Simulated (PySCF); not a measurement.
**Dipole response of Pb²⁺ (lead, charge +2)**

[Xe] 4f14 5d10 6s2, closed-shell 1S. All numbers are calculated (PySCF 2.14, scalar relativity by spin-free X2C-1e, in aug-cc-pwCVTZ-DK3 with one added diffuse shell each of s, d, f type (12s10p9d6f1g, 138 functions)). Coupled (time-dependent) response in atomic units; α is the mean over directions.

| method | mean α (bohr³) | C₆ (like pair) | S(−4) |
| --- | --- | --- | --- |
| PBE0 | 13.77 | 95.13 | 52.95 |

S(−4) is the Cauchy moment in α(ω) = α(0) + S(−4) ω² + …

α(iu) at PBE0:

```tsv
u (hartree)	α(iu) (bohr³)
0	13.77
0.0500	13.64
0.100	13.27
0.200	12.03
0.300	10.54
0.500	7.971
0.750	5.894
1.00	4.608
1.50	3.119
2.00	2.276
3.00	1.364
5.00	0.6384
```

A single London oscillator, α(iu) = α/(1 + u²/ω²), gives C₆ = (3/4) ω α². Matching the computed C₆ needs ω = 4 × 95.13 / (3 × 13.77²) = 0.669 hartree.

For an ion, C₆ is the dispersion term alone; charge-induced terms of lower order in 1/R come first.

Spin-orbit coupling, which splits the p, d and f shells strongly at this Z, is absent.
